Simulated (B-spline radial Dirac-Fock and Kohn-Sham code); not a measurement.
Total conversion coefficients of Nb against transition energy

Model: a Dirac-Hartree-Slater potential of the neutral atom with a Latter tail (no hole, which puts coefficients of high multipoles low close above an edge), finite nucleus with surface currents. Program: a radial B-spline solver. Subshells within 1 keV of threshold and pair formation are left out.

```csv
energy (keV),E1,E2,E3,E5,M3,M4
11.1,8.77,6520,1.82e+06,2.56e+10,1.41e+06,2.25e+08
12.3,6.55,3890,974000,1.16e+10,739000,1.05e+08
13.4,5.13,2530,580000,6.03e+09,432000,5.61e+07
20,10.9,399,51300,2.77e+08,42900,3.10e+06
24.3,6.53,189,16100,6.14e+07,16200,813000
30.2,3.63,85.0,4600,1.14e+07,5650,198000
39.5,1.73,32.5,1050,1.43e+06,1580,38200
45.1,1.19,20.3,520,518000,845,17500
50,0.890,14.1,306,236000,522,9690
56.5,0.628,9.09,165,93400,296,4840
77.6,0.252,2.91,35.6,8870,69.1,839
100,0.120,1.16,10.9,1450,22.1,215
109,0.0937,0.851,7.37,794,15.1,136
121,0.0691,0.583,4.59,389,9.53,78.8
200,0.0161,0.0949,0.498,15.2,1.12,6.20
285,0.00598,0.0274,0.112,1.89,0.271,1.15
302,0.00511,0.0225,0.0884,1.37,0.217,0.879
408,0.00231,0.00838,0.0272,0.277,0.0701,0.231
500,0.00139,0.00449,0.0129,0.102,0.0340,0.0987
722,0.000602,0.00161,0.00385,0.0205,0.00999,0.0235
844,0.000434,0.00108,0.00242,0.0111,0.00613,0.0134
910,0.000373,0.000903,0.00195,0.00840,0.00488,0.0103
1000,0.000311,0.000724,0.00151,0.00600,0.00369,0.00745
1040,0.000288,0.000662,0.00136,0.00523,0.00329,0.00653
1120,0.000251,0.000562,0.00112,0.00407,0.00266,0.00512
1490,0.000152,0.000309,0.000563,0.00167,0.00121,0.00211
2000,9.53e-05,0.000176,0.000295,0.000737,0.000573,0.000911
```

Task: How fast do they fall between 1120 and 2000 keV?

Result: As powers of the energy: E1 E^-1.67, E2 E^-2.00, E3 E^-2.31, E5 E^-2.95, M3 E^-2.65, M4 E^-2.98. Within one type (E or M) the higher multipoles fall faster.

Values without a named source are computed, but for edge energies of neutral atoms, which are taken from tables.
